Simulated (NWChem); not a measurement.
System: InSiH3F2; SMILES [In]([F])([F])[SiH3]

```xyz
7

In    -0.0009     0.2838     0.0010
F     -1.5701     1.4546    -0.0015
F      1.5789     1.4403    -0.0015
Si    -0.0034    -2.2674    -0.0006
H      0.8637    -2.7371     1.1175
H      0.5480    -2.7262    -1.3079
H     -1.4002    -2.7537     0.1772
```
Atoms are numbered in this order, from 1.

All runs: NWChem. The geometry was optimised at PBE0/def2-SVP. def2 effective core potentials on In; no spin-orbit coupling. B3LYP is NWChem's, with the RPA form of VWN correlation. Ions are spin-unrestricted doublets at the neutral geometry; other ion states weren't tried.

```json
[
 {"level": "B3LYP/def2-SVPD", "vertical ionisation energy, ΔSCF (eV)": "11.05", "−ε(HOMO) (eV)": "8.83", "ΔSCF minus −ε(HOMO) (eV)": "2.22"},
 {"level": "PBE/def2-SVPD", "vertical ionisation energy, ΔSCF (eV)": "___", "−ε(HOMO) (eV)": "___", "ΔSCF minus −ε(HOMO) (eV)": "___"},
 {"level": "M06-2X/def2-SVPD", "vertical ionisation energy, ΔSCF (eV)": "11.24", "−ε(HOMO) (eV)": "10.06", "ΔSCF minus −ε(HOMO) (eV)": "1.18"}
]
```

### Question
What belongs in the gaps?

### Answer

- PBE/def2-SVPD, vertical ionisation energy, ΔSCF (eV): 10.66
- PBE/def2-SVPD, −ε(HOMO) (eV): 7.73
- PBE/def2-SVPD, ΔSCF minus −ε(HOMO) (eV): 2.93
